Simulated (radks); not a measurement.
Results of a calculation; reference values are marked as such.
The mean radii <r> (bohr) of the occupied orbitals of an atom or ion are listed with their occupations. Code: a radial shooting solver on a logarithmic mesh with Libxc functionals. Model: non-relativistic Kohn-Sham, PBE, spin-polarised, spherical densities, point nucleus.

| orbital | occ. | <r> |
|---|---|---|
| 1s down | 1 | 0.03385 |
| 1s up | 1 | 0.03385 |
| 2s up | 1 | 0.1473 |
| 2s down | 1 | 0.1472 |
| 2p up | 3 | 0.1260 |
| 2p down | 3 | 0.1259 |
| 3s up | 1 | 0.4030 |
| 3s down | 1 | 0.4028 |
| 3p up | 3 | 0.3958 |
| 3p down | 3 | 0.3957 |
| 3d up | 5 | 0.3698 |
| 3d down | 5 | 0.3696 |
| 4s up | 1 | 0.9948 |
| 4s down | 1 | 0.9912 |
| 4p up | 3 | 1.063 |
| 4p down | 3 | 1.061 |
| 4d up | 5 | 1.291 |

Name the element and its charge. Open shells, if any, are filled with parallel spins first.

Answer. Z = 45, rhodium, charge +4: Rh4+ in [Kr] 4d5. The 1s radius gives Z: for a bare nucleus <r> = 1.5/Z, 0.03333 bohr for Z = 45, and screening makes it slightly larger (0.03385 here). The occupations add up to 41, and the charge is Z minus that.
